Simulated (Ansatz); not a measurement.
SbF2, SMILES [F][Sb][F], multiplicity 2.

Geometry: B3LYP-D3(BJ)/def2-TZVP. The spin state was assumed, not searched. The isomer is the one that the SMILES or the coordinates give; other isomers of the formula were not compared. The def2 effective core potentials stand for the cores of Sb; spin–orbit coupling is left out.

Two levels are set side by side: PBE/def2-TZVPD (Ansatz, a first-principles code) and CAM-B3LYP/def2-TZVPD (Ansatz). Energy differences of separate SCF runs at the same geometry; the states with an electron removed or added have multiplicity 1 and 1. Differences are taken from unrounded values.

```csv
quantity,CAM-B3LYP,PBE,PBE minus CAM-B3LYP
vertical ionisation energy (eV),8.96,8.57,-0.39
vertical electron affinity (eV),1.26,1.05,-0.21
```
